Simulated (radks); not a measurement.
Problem. Species: the terbium ion Tb+. Configuration: [Xe] 4f9 6s0.5 6p0.5 (fractional occupations, a model configuration). All-electron calculation, scalar-relativistic Kohn-Sham, PBE, spin-polarised, spherical densities, finite nucleus; open shells are filled with parallel spins first (spin-orbit coupling, left out, can overturn this in heavy ions); Fermi nuclear charge, rms radius 5.06 fm. Program: a radial shooting solver on a logarithmic mesh with Libxc functionals. Some entries of the table are withheld. Estimate them.

| orbital | occ. | eigenvalue (eV) | <r> (bohr) |
|---|---|---|---|
| 1s up | 1 | -51858.33 | 0.02151 |
| 1s down | 1 | -51858.32 | 0.02151 |
| 2s up | 1 | -8602.128 | 0.09150 |
| 2s down | 1 | -8602.088 | 0.09150 |
| 2p up | 3 | -7645.137 | 0.08089 |
| 2p down | 3 | -7645.107 | 0.08088 |
| 3s up | 1 | -1913.729 | 0.2394 |
| 3s down | 1 | -1911.881 | 0.2393 |
| 3p up | 3 | -1618.519 | 0.2382 |
| 3p down | 3 | -1616.678 | 0.2380 |
| 3d up | 5 | -1233.529 | 0.2166 |
| 3d down | 5 | -1232.121 | 0.2164 |
| 4s up | 1 | -386.0535 | 0.5416 |
| 4s down | 1 | -381.8296 | 0.5416 |
| 4p up | 3 | -288.8622 | 0.5737 |
| 4p down | 3 | -284.6716 | 0.5738 |
| 4d up | 5 | -155.4272 | 0.6237 |
| 4d down | 5 | -151.2756 | 0.6244 |
| 5s up | 1 | -55.4332 | 1.320 |
| 5s down | 1 | -53.1860 | 1.335 |
| 5p up | 3 | -32.5432 | (1) |
| 5p down | 3 | -30.8482 | (2) |
| 4f up | 7 | (3) | 0.8838 |
| 6s up | 0.5 | -9.4758 | 3.717 |
| 6s down | 0 | -8.4889 | 3.678 |
| 4f down | 2 | (4) | 0.9375 |
| 6p up | 0.5 | -6.0407 | 4.758 |
| 6p down | 0 | -4.9209 | 4.699 |

Solution. 
(1) 5p up <r> (bohr): 1.559
(2) 5p down <r> (bohr): 1.581
(3) 4f up eigenvalue (eV): -11.4007
(4) 4f down eigenvalue (eV): -7.7814
